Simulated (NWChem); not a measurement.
C3H7NSi; SMILES N1=C([SiH3])CC1

```xyz
12

Si     0.0219     1.8390     0.0393
C      0.0019    -0.0492     0.0534
N      0.9972    -0.8181     0.3810
C      0.1777    -2.0425     0.1315
C     -1.0207    -1.1310    -0.2628
H     -1.0254     2.3575     0.9616
H      1.3571     2.3265     0.4621
H     -0.2905     2.3325    -1.3300
H      0.5928    -2.6699    -0.6652
H      0.0481    -2.6514     1.0332
H     -1.3537    -1.1903    -1.3053
H     -1.8983    -1.1718     0.3926
```
Atoms are numbered in this order, from 1.

Results from NWChem. Pople sets run with spherical d functions. Coordinates come from a B3LYP/6-31G* (spherical d) optimisation. Level: B3LYP/6-31G* with SMD (1 M gas to 1 M solution), gas-phase geometry. Reactions with the solvent are ignored.

Q: What does the run give for solvent water? Quantities: solvation free energy (kcal/mol); cavity-dispersion-structure term (kcal/mol); dipole in solution (D).

A: 
- solvation free energy (kcal/mol) = -4.4
- cavity-dispersion-structure term (kcal/mol) = -0.1
- dipole in solution (D) = 2.97
